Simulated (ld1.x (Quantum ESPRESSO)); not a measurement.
**F, TM: configuration errors across variants**

```json
{
 "Element": "fluorine (F)",
 "Generator": "ld1.x (Quantum ESPRESSO) 7.5",
 "Type": "norm-conserving Troullier–Martins (Kleinman–Bylander form)",
 "Functional": "LDA (PZ)",
 "Relativity": "scalar-relativistic",
 "Frozen core": "[He]",
 "Valence charge": "7",
 "Reference configuration": "2s2 2p3 (charge +2)",
 "Partial waves": "2p (bound): rc 1.55 bohr; 3d channel at 0.15 Ry: rc 1.25 bohr; 2s (bound): rc 0.70 bohr",
 "Local potential": "the s channel",
 "Core correction": "none"
}
```

All-electron excitation energies from the reference (eV): (1) 2s2 2p5 -58.067; (2) 2s2 2p4 -38.512; (3) 2s2 2p2 60.732; (4) 2s2 2p5.3 -60.793; (5) 2s2 2p1 146.599; (6) 2s1 2p6 -39.677; (7) 2s1 2p5 -19.857; (8) 2s2 2p3 spin -5.101; (9) 2s2 2p5 spin -58.447.

Spin tests fill each open shell by Hund’s rule, majority spin first.

1 further variants failed, have other tests or too few solved ones, and are left out.

Errors AE − PS in meV (a dash: test not solved or not reliable):

| change | (1) | (2) | (3) | (4) | (5) | (6) | (7) | (8) | (9) | bound ghosts |
| --- | --- | --- | --- | --- | --- | --- | --- | --- | --- | --- |
| base | +255 | +116 | +277 | +276 | +1577 | +590 | +383 | +263 | +276 | none |
| wave 2p (bound): rc 1.55 bohr becomes 2p (bound): rc 1.86 bohr | +619 | +260 | +550 | +684 | +2940 | +1258 | +737 | -8.3 | +627 | none |
| wave 3d channel at 0.15 Ry: rc 1.25 bohr becomes 3d channel at 0.15 Ry: rc 1.30 bohr | +255 | +116 | +277 | +276 | +1577 | +590 | +383 | +263 | +276 | none |
| wave 2s (bound): rc 0.70 bohr becomes 2s (bound): rc 1.08 bohr | +320 | +137 | +308 | +354 | +1715 | +706 | +446 | +277 | +342 | none |
| wave 3d channel at 0.15 Ry: rc 1.25 bohr becomes 3d channel at 0.26 Ry: rc 1.25 bohr | +255 | +116 | +277 | +276 | +1577 | +590 | +383 | +263 | +276 | none |

Give the same row for: core correction a·sin(br)/r model core inside 0.28 bohr.

+248, +112, +268, +268, +1518, +581, +378, +16, +254; bound ghosts: none.
